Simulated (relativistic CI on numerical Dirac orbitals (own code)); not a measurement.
# Radial parameters of Pr¹²⁺

Method of calculation: Dirac-Coulomb-Breit CI, separate exchange-only KLI orbitals for each configuration, model QED (radiative potential, 1s self-energy scaled to tabulated hydrogen-like ionisation energies), unscaled Slater integrals (own radial code, finite nucleus).

Slater integrals F^k, G^k are unscaled and averaged over j, outside the closed core [Kr]; ζ comes from projecting the Hamiltonian with its Breit term on Σ l·s of the shell.

- 4d10 4f: ζ(4f) = 958.47 cm⁻¹; <r>(4f) = 0.7921, <r^2>(4f) = 0.7392 (bohr units).
- 4d10 5p: ζ(5p) = 28237 cm⁻¹; <r>(5p) = 1.358, <r^2>(5p) = 2.056 (bohr units).
- 4d10 5d: ζ(5d) = 3031.4 cm⁻¹; <r>(5d) = 1.538, <r^2>(5d) = 2.651 (bohr units).

In this model ζ of a weakly bound d, f or g electron outside closed shells comes out too small, for d by up to a factor of two or three and at times with the wrong sign; that of an outer p electron is too small as well.

Averages of the first 10 configurations, taken without configuration mixing, which lowers the lowest level and can move excited configurations by several eV; other configurations of the list can lie among them:

| Configuration | Parity | States | Average energy above the lowest level (eV) |
| --- | --- | --- | --- |
| 4d10 5s | even | 2 | 0.0 |
| 4d10 4f | odd | 14 | 13.0 |
| 4d10 5p | odd | 6 | 24.9 |
| 4d10 5d | even | 10 | 61.1 |
| 4d10 5f | odd | 14 | 99.7 |
| 4d9 5s 4f | odd | 280 | 119.4 |
| 4d10 5g | even | 18 | 121.7 |
| 4d10 6s | even | 2 | 91.0 |
| 4d10 6p | odd | 6 | 102.3 |
| 4d9 5s2 | even | 10 | 111.1 |
